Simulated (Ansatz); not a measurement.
Frontier orbitals of H$_{6}$N$_{3}$OTa, SMILES `[NH]=[Ta]([NH2])([NH2])[OH]`.

The species carries charge 0 and has multiplicity 1. Correlated methods include outer-core shells of Ta, which these sets cover unevenly. Ta takes the def2 core potential. All single points use the PBE0-D4/def2-TZVP geometry. It is one conformer, not always the lowest. Basis def2-TZVPP, the Gaussian-basis code of Ansatz.

```json
{"functional": "PBE", "HOMO (eV)": "-5.58", "LUMO (eV)": "-0.55", "gap (eV)": "5.03"}
{"functional": "r2SCAN", "HOMO (eV)": "-5.89", "LUMO (eV)": "-0.27", "gap (eV)": "5.62"}
{"functional": "PBE0", "HOMO (eV)": "-6.98", "LUMO (eV)": "0.17", "gap (eV)": "7.15"}
{"functional": "HSE06 (plane-wave form)", "HOMO (eV)": "-6.57", "LUMO (eV)": "-0.18", "gap (eV)": "6.39"}
{"functional": "BHLYP", "HOMO (eV)": "-8.30", "LUMO (eV)": "0.68", "gap (eV)": "8.98"}
{"functional": "LC-ωPBE", "HOMO (eV)": "-9.80", "LUMO (eV)": "2.06", "gap (eV)": "11.86"}
{"functional": "ωB97M-V", "HOMO (eV)": "-9.30", "LUMO (eV)": "1.38", "gap (eV)": "10.68"}
```

A quarter of exact exchange (PBE0) shifts PBE's HOMO by −1.40 eV and its LUMO by +0.72 eV; full exchange at long range (ωB97M-V) shifts them by −3.73 and +1.93 eV. The gap opens from 5.03 to 10.68 eV, since occupied levels lose self-interaction and empty ones feel all the electrons. A positive LUMO is unbound and depends on the basis.

LC-ωPBE has ω = 0.4 bohr⁻¹.
